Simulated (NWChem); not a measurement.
System: MoO2F2; SMILES [O]=[Mo](=[O])([F])[F]

NWChem printed, in part:

```
             Northwest Computational Chemistry Package (NWChem) 7.3.0
             --------------------------------------------------------

 C2V symmetry detected

                             Geometry "geometry" -> ""
                             -------------------------

 Output coordinates in angstroms (scale by  1.889725989 to convert to a.u.)

  No.       Tag          Charge          X              Y              Z
 ---- ---------------- ---------- -------------- -------------- --------------
    1 Mo                  42.0000     0.00000000     0.00000000     0.03449776
    2 O                    8.0000     0.00000000     1.32848400     1.02996276
    3 O                    8.0000     0.00000000    -1.32848400     1.02996276
    4 F                    9.0000     1.51961500     0.00000000    -0.99601724
    5 F                    9.0000    -1.51961500     0.00000000    -0.99601724

 Effective nuclear repulsion energy (a.u.)     512.2402749469

      Symmetry information
      --------------------

 Group name             C2v
 Group number             16
 Group order               4
 No. of unique centers     3

 Summary of "ao basis" -> "ao basis" (spherical)
 ------------------------------------------------------------------------------
       Tag                 Description            Shells   Functions and Types
 ---------------- ------------------------------  ------  ---------------------
 Mo                         def2-svp                11       31   5s3p2d1f
 O                          def2-svp                 6       14   3s2p1d
 F                          def2-svp                 6       14   3s2p1d

      Symmetry analysis of basis
      --------------------------

        a1         34
        a2         11
        b1         21
        b2         21

            General Information
            -------------------
          SCF calculation type: DFT
          Wavefunction type:  closed shell.
          No. of atoms     :     5
          No. of electrons :    48
           Alpha electrons :    24
            Beta electrons :    24
          Charge           :     0
          Spin multiplicity:     1
          Use of symmetry is: on ; symmetry adaption is: on
          Maximum number of iterations: 150
          AO basis - number of functions:    87
                     number of shells:    35
          Convergence on energy requested:  1.00D-06
          Convergence on density requested:  1.00D-05
          Convergence on gradient requested:  5.00D-04

              XC Information
              --------------
                     Hartree-Fock (Exact) Exchange  1.000
                     LC-wPBE(h)Exchange Functional  1.000
            Perdew 1991 LDA Correlation Functional  1.000 local
           PerdewBurkeErnz. Correlation Functional  1.000 non-local

           Range-Separation Parameters
           ---------------------------
           Alpha           :  0.00
           Beta            :  1.00
           Gamma           :  0.20
           Short-Range HF  :     F

             Grid Information
             ----------------
          Grid used for XC integration:  medium
          Radial quadrature: Mura-Knowles
          Angular quadrature: Lebedev.
          Tag              B.-S. Rad. Rad. Pts. Rad. Cut. Ang. Pts.
          ---              ---------- --------- --------- ---------
          Mo                  1.45      123           8.0       590
          O                   0.60       49           7.0       434
          F                   0.50       49           7.0       434
          Grid pruning is: on
          Number of quadrature shells:   221
          Spatial weights used:  Erf1

      Superposition of Atomic Density Guess
      -------------------------------------

 Sum of atomic energies:        -425.25931841

      Non-variational initial energy
      ------------------------------

 Total energy =    -415.252109
 1-e energy   =   -1044.554886
 2-e energy   =     405.128883
 HOMO         =      -0.475274
 LUMO         =      -0.032481

      Symmetry analysis of molecular orbitals - initial
      -------------------------------------------------

  Numbering of irreducible representations:

     1 a1          2 a2          3 b1          4 b2

  Orbital symmetries:

     1 a1          2 b1          3 a1          4 b2          5 a1
     6 b2          7 a1          8 b1          9 a1         10 b1
    11 a1         12 b2         13 a1         14 b1         15 a2
    16 a1         17 b2         18 b1         19 a1         20 b2
    21 a2         22 b1         23 a1         24 b2         25 a1
    26 a1         27 a2         28 b1         29 a1         30 b2
    31 b1         32 a1         33 b2         34 a1

   convergence    iter        energy       DeltaE   RMS-Dens  Diis-err
 ---------------- ----- ----------------- --------- --------- ---------
 d= 0,ls=0.0,diis     1   -417.2970744824 -6.41D+02  5.62D-02  5.56D+00
 d= 0,ls=0.0,diis     2   -411.2042583226  6.09D+00  4.37D-02  6.21D+01
 d= 0,ls=0.0,diis     3   -417.8573262968 -6.65D+00  8.17D-03  1.59D+00
 d= 0,ls=0.0,diis     4   -417.9672961357 -1.10D-01  2.21D-03  3.06D-01
 d= 0,ls=0.0,diis     5   -417.9920824868 -2.48D-02  5.64D-04  1.67D-02
  Resetting Diis
 d= 0,ls=0.0,diis     6   -417.9935456375 -1.46D-03  1.77D-04  1.43D-03
 d= 0,ls=0.0,diis     7   -417.9936739422 -1.28D-04  1.02D-04  4.19D-05
 d= 0,ls=0.0,diis     8   -417.9936593774  1.46D-05  7.58D-05  2.02D-04
 d= 0,ls=0.0,diis     9   -417.9936772509 -1.79D-05  1.28D-05  5.71D-06
 d= 0,ls=0.0,diis    10   -417.9936777108 -4.60D-07  4.02D-06  5.45D-07

         Total DFT energy =     -417.993677710841
      One electron energy =    -1047.055086772914
           Coulomb energy =      450.474555176805
    Exchange-Corr. energy =      -45.587039804053
 Nuclear repulsion energy =      224.173893689321

 Numeric. integr. density =       47.999991038817

[...]
```

Level: LC-wPBE (HJS exchange hole, range parameter 0.2 per bohr)/def2-SVP with def2 effective core potentials on Mo, vertical spin-unrestricted ions. Geometry: optimised at PBE0/def2-SVP. def2 effective core potentials on Mo; no spin-orbit coupling.

Q: Which NWChem input produces such a log?

A: One answer among several that fit: the input that was run:
```
start job
memory heap 200 mb stack 900 mb global 1100 mb
geometry units angstroms noautoz
  Mo     0.000000     0.000000     0.024252
  O      0.000000     1.328484     1.019717
  O      0.000000    -1.328484     1.019717
  F      1.519615     0.000000    -1.006263
  F     -1.519615     0.000000    -1.006263
end
basis spherical
  * library def2-svp
end
ecp
  Mo library def2-ecp
end
dft
  xc xwpbe 1.00 cpbe96 1.0 hfexch 1.00
  cam 0.2 cam_alpha 0.0 cam_beta 1.0
  iterations 150
  vectors input atomic output neutral.movecs
end
task dft energy
charge 1
dft
  odft
  mult 2
  vectors input atomic output cation.movecs
end
task dft energy
```
